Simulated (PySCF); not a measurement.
# ²⁹Si chemical shifts

Theoretical values (PySCF 2.14.0 with density-fitted response routines): structure optimised with GFN2-xTB, σ from GIAO-PBE0/pcSseg-1. One computed conformer, relativity neglected, averaged over atoms made equivalent by symmetry, fast rotation or ring inversion, in vacuum.

Shieldings were converted by a linear fit to measured shifts: ²⁹Si: δ = 279.94 − 0.822σ (rms 8.9 ppm, 72 shifts, 25.8 ppm with the 6 outliers that the fit left out vs TMS, solution or neat liquid). A few per cent of atoms miss by over 2 rms, more outside the fitted compound classes.

Question: Give the ²⁹Si shifts of `C[Si@@H](O)OC[S@](C)=O`, `CC#CCN(C)[SiH2]S`.

Answer: 
```csv
compound,environment,δ (ppm)
C[Si@@H](O)OC[S@](C)=O,"silicon bonded to C, 2 O, H",-18.6
CC#CCN(C)[SiH2]S,"silicon bonded to N, S, 2 H",-25.6
```

Question: Order these by ²⁹Si shift, lowest first.
A. CS(=O)(=O)OCC[SiH3]
B. CC/C=C\CO[SiH2]N
C. CCS(=O)(=O)C[SiH2]O
D. CC(=O)[C@@H](C)CN[SiH3]

Answer: A (-71.7 ppm, silicon bonded to C, 3 H), D (-52.5 ppm, silicon bonded to N, 3 H), B (-34.8 ppm, silicon bonded to N, O, 2 H), C (-19.6 ppm, silicon bonded to C, O, 2 H).
